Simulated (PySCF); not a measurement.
## Working out the ionisation energy of Ar(2+)

Ar(2+) [Ne] 3s2 3p4 (3P) → Ar(3+) [Ne] 3s2 3p3 (4S). All numbers are calculated (PySCF 2.14, the non-relativistic Hamiltonian (point nucleus), in cc-pV(T+d)Z). Frozen: [Ne]. Energies in hartree (1 hartree = 27.21139 eV):

| part | Ar(2+) (lower) | Ar(3+) (upper) |
| --- | --- | --- |
| UHF | -525.308379 | -523.860834 |
| CCSD correlation | -0.157098 | -0.123957 |
| (T) | -0.004139 | -0.003181 |

Problem. What does Hartree-Fock give?

Solution. (-523.860834) − (-525.308379) = 1.447545 hartree = 39.390 eV.

Problem. What do CCSD and CCSD(T) give?

Solution. The CCSD correlation energies differ by 0.033141 hartree = 0.902 eV and the triples by 0.000958 hartree = 0.026 eV, so CCSD gives 40.292 eV and CCSD(T) 40.318 eV.

Reference: 40.735 ± 0.012 eV (semi-empirical (NIST evaluation); NIST Atomic Spectra Database, ionization energies), between the lowest levels; spin-orbit coupling is absent from the calculation.

What remains against the reference includes basis incompleteness, the frozen core and higher excitations.
